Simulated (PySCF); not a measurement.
PySCF input (CCSD(T)/cc-pVDZ):

```python
from pyscf import gto, scf, mp, cc as ccmod

mol = gto.M(
    atom='''
    B    -0.15003158   -0.03419284    0.03556976
    Cl    0.33858908    1.52195949    0.50414346
    Cl    0.68280307   -1.28917984   -0.74629698
    O    -1.56216674   -0.35602449    0.37036135
    H    -1.96631252   -1.21855699    0.15454087
    H    -2.14986219    0.28046314    0.82132937
    ''',
    basis='cc-pvdz',
    charge=1,
    spin=0,
    verbose=4,
)

mf = scf.RHF(mol)
mf.conv_tol = 1e-10
mf.max_cycle = 100
mf.kernel()
mp2 = mp.MP2(mf, frozen=12).run()
cc = ccmod.CCSD(mf, frozen=12)
cc.max_cycle = 100
cc.kernel()
et = cc.ccsd_t()
print(f'E(CCSD(T)) = {cc.e_tot + et:.9f}')
```

End of the output:

```
Extra cycle  E= -1019.55680638127  delta_E= -1.25e-11  |g|= 1.31e-06  |ddm|= 3.81e-06
converged SCF energy = -1019.55680638127

******** <class 'pyscf.mp.mp2.RMP2'> ********
nocc = 12, nmo = 62
frozen orbitals 12
E(RMP2) = -1020.09627856598  E_corr = -0.53947218471051
E(SCS-RMP2) = -1020.07764728373  E_corr = -0.520840902462832
E_corr(same-spin) = -0.145991214449746
E_corr(oppo-spin) = -0.393480970260764

******** <class 'pyscf.cc.ccsd.CCSD'> ********
CC2 = 0
CCSD nocc = 12, nmo = 62
frozen orbitals 12
max_cycle = 100
direct = 0
conv_tol = 1e-07
conv_tol_normt = 1e-05
diis_space = 6
diis_start_cycle = 0
diis_start_energy_diff = 1e+09
Init t2, MP2 energy = -1020.0962785678  E_corr(MP2) -0.539472186532539
Init E_corr(CCSD) = -0.539472186533518
cycle = 1  E_corr(CCSD) = -0.557722450085479  dE = -0.0182502636  norm(t1,t2) = 0.0549847
cycle = 2  E_corr(CCSD) = -0.568142038214304  dE = -0.0104195881  norm(t1,t2) = 0.0160785
cycle = 3  E_corr(CCSD) = -0.569397580079685  dE = -0.00125554187  norm(t1,t2) = 0.00849397
cycle = 4  E_corr(CCSD) = -0.571100212027784  dE = -0.00170263195  norm(t1,t2) = 0.00345382
cycle = 5  E_corr(CCSD) = -0.570956217991798  dE = 0.000143994036  norm(t1,t2) = 0.000875499
cycle = 6  E_corr(CCSD) = -0.570922573997823  dE = 3.3643994e-05  norm(t1,t2) = 0.000212892
cycle = 7  E_corr(CCSD) = -0.57092521497072  dE = -2.6409729e-06  norm(t1,t2) = 7.29396e-05
cycle = 8  E_corr(CCSD) = -0.570927548666687  dE = -2.33369597e-06  norm(t1,t2) = 2.36753e-05
cycle = 9  E_corr(CCSD) = -0.570927555980663  dE = -7.31397642e-09  norm(t1,t2) = 9.2638e-06
CCSD converged
E(CCSD) = -1020.127733937251  E_corr = -0.5709275559806635
CCSD(T) correction = -0.0143460287067235
E(CCSD(T)) = -1020.142079966
```

It need not be the lowest isomer of its formula.
